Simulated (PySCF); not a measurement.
Job file and geometry (Å, from GFN2-xTB) of an NMR shielding run on SMILES C[C@@](CC#N)(CCF)[SiH2]F, C6H11F2NSi, GIAO PBE0/pcSseg-1 NMR shielding, non-relativistic, gas phase in PySCF; density fitting, a coarse starting grid and PySCF grid level 2 are the driver's defaults:

```
$ OMP_NUM_THREADS=1 python probes_run.py task.json out

{"job": {"kind": "nmr", "xc": "PBE0", "basis": "pcSseg-1"}, "charge": 0, "multiplicity": 1}
C     -0.255476    -0.741577     1.600180
C      0.186757    -0.249718     0.218883
C      1.192949    -1.286717    -0.329039
C      1.665019    -0.957980    -1.646822
N      2.025471    -0.698506    -2.700930
C     -1.007832    -0.207910    -0.744176
C     -2.014063     0.888366    -0.442545
F     -1.436434     2.126664    -0.626751
Si     1.060326     1.459997     0.369328
F      2.475059     1.084571     1.064862
H      0.602333    -0.822247     2.265027
H     -0.963691    -0.055309     2.057697
H     -0.727628    -1.722728     1.531831
H      2.059288    -1.348891     0.334989
H      0.724754    -2.277082    -0.374920
H     -1.540277    -1.163877    -0.723279
H     -0.639830    -0.049639    -1.761160
H     -2.366753     0.862667     0.591963
H     -2.867798     0.839625    -1.125450
H      0.417778     2.307181     1.356045
H      1.401127     2.030053    -0.916202
```

Q: Write the output of this run.

A: 
```
coarse grid: 18200 points
cycle   1  E = -778.3194773667  dE =  1.086e+00  |g| = 7.865e-01  |ddm| = 4.077e+00
cycle   2  E = -778.1261025853  dE =  1.934e-01  |g| = 1.312e+00  |ddm| = 1.726e+00
cycle   3  E = -778.4253468384  dE = -2.992e-01  |g| = 2.315e-01  |ddm| = 1.137e+00
cycle   4  E = -778.4356680892  dE = -1.032e-02  |g| = 8.150e-02  |ddm| = 2.045e-01
cycle   5  E = -778.4369426270  dE = -1.275e-03  |g| = 1.956e-02  |ddm| = 7.383e-02
cycle   6  E = -778.4370167760  dE = -7.415e-05  |g| = 4.606e-03  |ddm| = 1.942e-02
cycle   7  E = -778.4370210889  dE = -4.313e-06  |g| = 1.339e-03  |ddm| = 5.365e-03
final grid: 172472 points
cycle   8  E = -778.5084710304  dE = -6.722e-05  |g| = 9.466e-03  |ddm| = 4.184e-02
cycle   9  E = -778.5084583425  dE =  1.269e-05  |g| = 1.219e-02  |ddm| = 1.925e-02
cycle  10  E = -778.5084931145  dE = -3.477e-05  |g| = 1.275e-03  |ddm| = 1.098e-02
cycle  11  E = -778.5084934052  dE = -2.907e-07  |g| = 2.966e-04  |ddm| = 1.275e-03
cycle  12  E = -778.5084934156  dE = -1.039e-08  |g| = 1.495e-04  |ddm| = 2.704e-04
cycle  13  E = -778.5084934193  dE = -3.655e-09  |g| = 6.995e-05  |ddm| = 1.385e-04
cycle  14  E = -778.5084934202  dE = -9.859e-10  |g| = 1.614e-05  |ddm| = 6.028e-05
converged SCF energy = -778.5084934202

GIAO shielding tensors (ppm)
atom      isotropic    diamagn.    paramagn.     s11        s22        s33       span
  0 C      163.592     247.832     -84.240    142.368    160.647    187.762     45.394
  1 C      160.284     253.274     -92.990    153.046    158.107    169.699     16.653
  2 C      159.569     250.509     -90.940    139.545    156.309    182.854     43.309
  3 C       63.765     261.444    -197.680    -52.843    -47.892    292.028    344.871
  4 N      -37.756     340.648    -378.405   -208.398   -200.288    295.418    503.816
  5 C      143.833     251.610    -107.777    124.195    150.162    157.142     32.947
  6 C      103.444     242.880    -139.436     61.982     85.747    162.604    100.623
  7 F      416.039     476.622     -60.582    376.313    406.765    465.041     88.728
  8 Si     344.372     879.638    -535.265    318.250    337.878    376.989     58.738
  9 F      393.872     470.073     -76.201    374.984    387.697    418.936     43.952
 10 H       30.250      30.971      -0.722     25.473     28.405     36.871     11.398
 11 H       30.150      31.825      -1.675     25.325     28.150     36.974     11.649
 12 H       31.206      31.386      -0.180     27.011     28.572     38.034     11.024
 13 H       28.912      29.775      -0.863     25.013     27.534     34.190      9.177
 14 H       29.822      30.222      -0.400     25.034     29.276     35.155     10.121
 15 H       30.827      33.281      -2.454     26.887     29.215     36.379      9.492
 16 H       28.890      33.792      -4.902     24.099     29.342     33.230      9.131
 17 H       26.978      30.408      -3.430     22.767     27.486     30.681      7.914
 18 H       26.806      27.996      -1.190     21.731     26.624     32.064     10.333
 19 H       26.936      30.559      -3.622     22.697     26.609     31.503      8.807
 20 H       26.479      31.072      -4.593     23.492     25.302     30.644      7.152
```

Q: Turn these shieldings into chemical shifts. References, each an isolated molecule treated in the same way: TMS for 13C (σ = 186.93 ppm) and 29Si (σ = 349.16 ppm) and 1H (σ = 31.72 ppm); NH3 for 15N (σ = 267.73 ppm); CFCl3 for 19F (σ = 170.95 ppm).

A: Averaging equivalent atoms: C 3: 123.2; C 6: 83.5; C 5: 43.1; C 2: 27.4; C 1: 26.6; C 0: 23.3; N 4: 305.5; F 9: -222.9; F 7: -245.1; Si 8: 4.8; H 20: 5.24; H 18: 4.91; H 19: 4.78; H 17: 4.74; H 16: 2.83; H 13: 2.80; H 14: 1.90; H 10/11/12: 1.18; H 15: 0.89 ppm. Unscaled 19F shifts against computed CFCl3 carry errors that often reach 10 to 50 ppm. Experimental scales use liquid or dissolved standards, which lie at an offset from isolated NH3 (liquid NH3: subtract about 20 ppm). Unscaled 15N shifts of sp2 nitrogen come out 20 to 40 ppm too high even then.

Size and cost of the density-fitted run: 232 basis functions, 59 s wall time on 1 thread of an Arm Neoverse V1, shared host; peak memory 1.1 GiB.
